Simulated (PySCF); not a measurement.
## Polarisability and C₆ of Rb⁺ (rubidium, charge +1)

[Kr], closed-shell 1S. Computed with PySCF 2.14 in ANO-RCC-VQZP, with scalar relativity by spin-free X2C-1e. Coupled (time-dependent) response in atomic units; α is the mean over directions. The basis has no added diffuse functions, which lowers α and C₆.

```csv
method,mean α (bohr³),C₆ (like pair),S(−4)
UHF,8.964,53.76,12.53
PBE,9.380,56.87,14.35
PBE0,9.193,55.45,13.52
wB97X-V,9.210,55.58,13.59
```

S(−4) is the Cauchy moment in α(ω) = α(0) + S(−4) ω² + …

α(iu) at PBE0:

| u (hartree) | α(iu) (bohr³) |
| --- | --- |
| 0 | 9.193 |
| 0.0500 | 9.160 |
| 0.100 | 9.060 |
| 0.200 | 8.687 |
| 0.300 | 8.137 |
| 0.500 | 6.803 |
| 0.750 | 5.213 |
| 1.00 | 3.974 |
| 1.50 | 2.425 |
| 2.00 | 1.602 |
| 3.00 | 0.8449 |
| 5.00 | 0.3617 |

For an ion, C₆ is the dispersion term alone; charge-induced terms of lower order in 1/R come first.
